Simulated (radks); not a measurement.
Problem. Species: Co4+. Configuration: [Ne] 3s2 3d(up 3, down 3) 3p(up 2.5, down 2.5) (fractional occupations, a model configuration). All-electron calculation, scalar-relativistic Kohn-Sham, PBE, spin-polarised, spherical densities, point nucleus. Program: a radial shooting solver on a logarithmic mesh with Libxc functionals. Some entries of the table are withheld. Estimate them.

| orbital | occ. | eigenvalue (eV) | <r> (bohr) | <1/r> (bohr^-1) |
|---|---|---|---|---|
| 1s | 2 | -7660.709 | 0.05619 | 27.03 |
| 2s | 2 | -963.9229 | 0.2553 | 5.818 |
| 2p | 6 | -835.1636 | (1) | 5.709 |
| 3s | 2 | -163.5065 | 0.7595 | 1.866 |
| 3p | 5 | -126.2328 | 0.7903 | 1.736 |
| 3d | 6 | -66.6657 | (2) | 1.456 |

Solution. 
(1) 2p <r> (bohr): 0.2248
(2) 3d <r> (bohr): 0.8754
